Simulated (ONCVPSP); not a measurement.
## Transferability test, ONCV potential for Ni

nickel (Ni), optimised norm-conserving Vanderbilt (ONCV), made with ONCVPSP 4.0.1 (PBE, scalar-relativistic). Core [Ne], reference 3s2 3p6 3d8 4s2. Waves: 3s+4s: rc 1.25 bohr, ncon 4, nbas 8, qcut 8.6 1/bohr, 2 projectors; 3p: rc 1.05 bohr, ncon 4, nbas 9, qcut 14 1/bohr, 2 projectors, debl 0.4 Ha; 3d: rc 1.10 bohr, ncon 4, nbas 8, qcut 17.1 1/bohr, 2 projectors, debl 1.2 Ha; f scattering state at 0.17 Ha: rc 0.95 bohr, ncon 4, nbas 8, qcut 13.2 1/bohr, local. Local part: the f channel. Core correction: Teter function, fcfact 2.25, rcfact 1.55.

In the p channel the program set the typed energies aside and used -2.623, 0.250 Ha.

Energies are relative to the spin-unpolarised reference configuration 3s2 3p6 3d8 4s2; without spin polarisation the order of configurations can differ from experiment.

(1) Give the all-electron excitation energy and the error of the potential for: 3s2 3p6 3d8 4s1; 3s2 3p6 3d8 4s0; 3s2 3p6 3d7 4s0; 3s2 3p6 3d8 4s1.5.

Levels in the configuration 3s2 3p6 3d7 4s0:

| level | all-electron (eV) | pseudo (eV) |
| --- | --- | --- |
| 3s | -150.583 | -150.650 |
| 3p | -110.707 | -110.723 |
| 3d | -47.063 | -47.058 |

## Answers

(1)

| valence configuration | charge | ΔE all-electron (eV) | error AE − PS (meV) |
| --- | --- | --- | --- |
| 3s2 3p6 3d8 4s1 | +1 | 9.323 | -0.4 |
| 3s2 3p6 3d8 4s0 | +2 | 26.674 | -0.1 |
| 3s2 3p6 3d7 4s0 | +3 | 64.140 | -6.3 |
| 3s2 3p6 3d8 4s1.5 | +0.5 | 3.718 | -0.2 |
